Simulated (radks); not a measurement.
The numbers below are computed, except where a source is named.
Effect of the nuclear size on the germanium ion Ge2+, [Ar] 3d10 4s2. Level of theory: Dirac Kohn-Sham, LDA (Slater exchange, Perdew-Wang correlation), spin-unpolarised, spherical densities, finite nucleus; Fermi nuclear charge, rms radius 4.0742 fm (a radial shooting solver on a logarithmic mesh with Libxc functionals). The rms radius is varied about that value; shifts are against it.

rms radius (fm)  total energy shift (eV)  density at nucleus (e/bohr^3)  1s1/2 shift (meV)  2s1/2 shift (meV)  3s1/2 shift (meV)  3p1/2 shift (meV)
3.3653                            -0.108                      3.195e+04              -45.7              -4.45             -0.657              0.075
3.8379                           -0.0380                      3.169e+04              -16.2              -1.57             -0.232              0.026
4.0742                                 0                      3.157e+04              0.000              0.000              0.000              0.000
4.2861                            0.0359                      3.147e+04               15.3               1.48              0.219             -0.025
4.6161                            0.0952                      3.132e+04               40.5               3.93              0.581             -0.066

Slopes of the eigenvalues against <r^2> in GHz/fm^2, as finite differences over the two radii next to the reference (eigenvalue slopes, not the field-shift constants of lines): 1s1/2 2090, 2s1/2 203, 3s1/2 30.0, 3p1/2 -3.40.
